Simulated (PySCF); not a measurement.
**`C(=C/C#C)(/Cl)[SiH2]SC`, C$_{5}$H$_{7}$ClSSi**

Molfile (atoms numbered from 1):
```
C5H7ClSSi
     RDKit          3D

 15 14  0  0  0  0  0  0  0  0999 V2000
   -4.4179   -0.1625    0.1706 C   0  0  0  0  0  0  0  0  0  0  0  0
   -3.2229   -0.1831    0.0409 C   0  0  0  0  0  0  0  0  0  0  0  0
   -1.8259   -0.2164   -0.0934 C   0  0  0  0  0  0  0  0  0  0  0  0
   -0.9560   -0.1131    0.9174 C   0  0  0  0  0  0  0  0  0  0  0  0
   -1.5281    0.0839    2.5428 Cl  0  0  0  0  0  0  0  0  0  0  0  0
    0.9149   -0.1720    0.7829 Si  0  0  0  0  0  4  0  0  0  0  0  0
    1.3273   -0.4183   -1.3051 S   0  0  0  0  0  0  0  0  0  0  0  0
    3.1449   -0.4008   -1.2507 C   0  0  0  0  0  0  0  0  0  0  0  0
   -5.4617   -0.1449    0.2737 H   0  0  0  0  0  0  0  0  0  0  0  0
   -1.4372   -0.3375   -1.0965 H   0  0  0  0  0  0  0  0  0  0  0  0
    1.4590   -1.3139    1.5156 H   0  0  0  0  0  0  0  0  0  0  0  0
    1.5191    1.0781    1.2386 H   0  0  0  0  0  0  0  0  0  0  0  0
    3.4881    0.5539   -0.8659 H   0  0  0  0  0  0  0  0  0  0  0  0
    3.4925   -0.5387   -2.2686 H   0  0  0  0  0  0  0  0  0  0  0  0
    3.4995   -1.2124   -0.6242 H   0  0  0  0  0  0  0  0  0  0  0  0
  1  2  3  0
  2  3  1  0
  3  4  2  0
  4  5  1  0
  4  6  1  0
  6  7  1  0
  7  8  1  0
  1  9  1  0
  3 10  1  0
  6 11  1  0
  6 12  1  0
  8 13  1  0
  8 14  1  0
  8 15  1  0
M  END
```

Level of theory: GIAO wB97X-D/pcSseg-1 magnetisability, rotational g tensor and spin-rotation constants, non-relativistic, gas phase (PySCF). Geometry: GFN2-xTB.

Q: Give the nuclear spin-rotation constants along the inertial axes (H = +C I·J) beside the isotropic shieldings.

A: Rotational constants 2.2380, 0.6035, 0.4794 GHz. A star marks the isotopologue with that one atom substituted, in its own axes.
| atom | isotope | Caa (kHz) | Cbb (kHz) | Ccc (kHz) | mean (kHz) | σ (ppm) |
| --- | --- | --- | --- | --- | --- | --- |
| Cl5 | 35Cl | 0.609 | 0.187 | 0.106 | 0.301 | 694.9 |
| H9 | 1H | 0.069 | -0.061 | -0.055 | -0.016 | 28.4 |
| H10 | 1H | -0.019 | 0.000 | -0.056 | -0.025 | 25.6 |
| H11 | 1H | -0.175 | -0.034 | -0.001 | -0.070 | 26.9 |
| H12 | 1H | -0.173 | -0.033 | -0.002 | -0.070 | 27.0 |
| H13 | 1H | -0.233 | -0.043 | -0.009 | -0.095 | 29.9 |
| H14 | 1H | -0.110 | -0.021 | -0.052 | -0.061 | 29.7 |
| H15 | 1H | -0.232 | -0.040 | -0.012 | -0.095 | 29.9 |
| C1 | 13C* | 0.363 | 0.183 | 0.161 | 0.235 | 85.2 |
| C2 | 13C* | 0.018 | 0.204 | 0.172 | 0.132 | 107.2 |
| C3 | 13C* | 1.071 | 0.196 | 0.068 | 0.445 | 54.9 |
| C4 | 13C* | 1.116 | 0.225 | 0.081 | 0.474 | 34.1 |
| Si6 | 29Si* | -1.266 | -0.368 | -0.292 | -0.642 | 381.6 |
| S7 | 33S* | 0.154 | 0.112 | 0.092 | 0.119 | 731.5 |
| C8 | 13C* | 0.287 | 0.080 | 0.062 | 0.143 | 175.2 |

For the geometry as given, no vibrational averaging.

Q: How do the rotational constants and the g tensor change when H9, H10, H11, H12, H13, H14, H15 are replaced by deuterium?

A: Constants 2.0664, 0.5486, 0.4404 GHz; g -0.0256, -0.0050, -0.0017, against -0.0276, -0.0055, -0.0018 before.
